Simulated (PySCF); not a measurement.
# Two-photon absorption: SMILES CO/C([O-])=C/C=C/C=C/C=O, [C$_{8}$H$_{9}$O$_{3}$]-, charge -1

Geometry:
```tsv
atom	x (Å)	y (Å)	z (Å)
C1	2.600	-2.107	-3.604
O2	1.783	-1.073	-3.135
C3	1.020	-1.393	-2.032
O4	1.097	-2.510	-1.545
C5	0.211	-0.288	-1.613
C6	-0.634	-0.390	-0.523
C7	-1.480	0.591	0.007
C8	-2.295	0.369	1.122
C9	-3.171	1.247	1.741
C10	-3.935	0.859	2.881
O11	-4.738	1.533	3.518
H12	3.139	-1.715	-4.479
H13	2.015	-2.995	-3.898
H14	3.326	-2.439	-2.841
H15	0.286	0.639	-2.187
H16	-0.629	-1.368	-0.022
H17	-1.506	1.577	-0.472
H18	-2.233	-0.637	1.566
H19	-3.298	2.270	1.369
H20	-3.739	-0.211	3.192
```

Total charge -1.

Method used: TDDFT CAM-B3LYP/def2-SVPD excited states, vertical, gas phase (PySCF 2.14.0). Geometry: PBE0-D3(BJ)/def2-SVP.

For a gas-phase anion, states above the detachment energy (about 2.4 eV, taken as minus the energy of the highest occupied orbital) lie in the continuum and depend on the basis.

(1) How strongly do the lowest singlets absorb one photon, and two photons of half the energy?

Results:

(1) δ for parallel linear polarisation; σ at the peak of a Lorentzian of half width 0.1 eV, single beam; Ω is circular over linear.
```csv
state,E (eV),f,photon λ (nm),δ (au),σ (GM),Ω,main
S1,3.54,1.448,701,251,1.15,1.33,HOMO→LUMO 0.96
S2,4.36,0.000,569,0.96,0.01,1.50,"HOMO−1→LUMO 0.78, HOMO−1→LUMO+6 0.18"
S3,4.52,0.002,549,79.6,0.60,1.50,"HOMO→LUMO+1 0.63, HOMO→LUMO+3 0.28"
S4,4.62,0.000,536,0.25,0.00,1.50,HOMO→LUMO+2 0.85
S5,4.93,0.000,503,66.2,0.59,1.50,"HOMO→LUMO+3 0.45, HOMO→LUMO+1 0.20"
S6,5.42,0.000,458,41.1,0.44,1.50,"HOMO→LUMO+4 0.52, HOMO→LUMO+3 0.13"
```

Among these, the strongest one-photon state is S1, the strongest two-photon state S1.
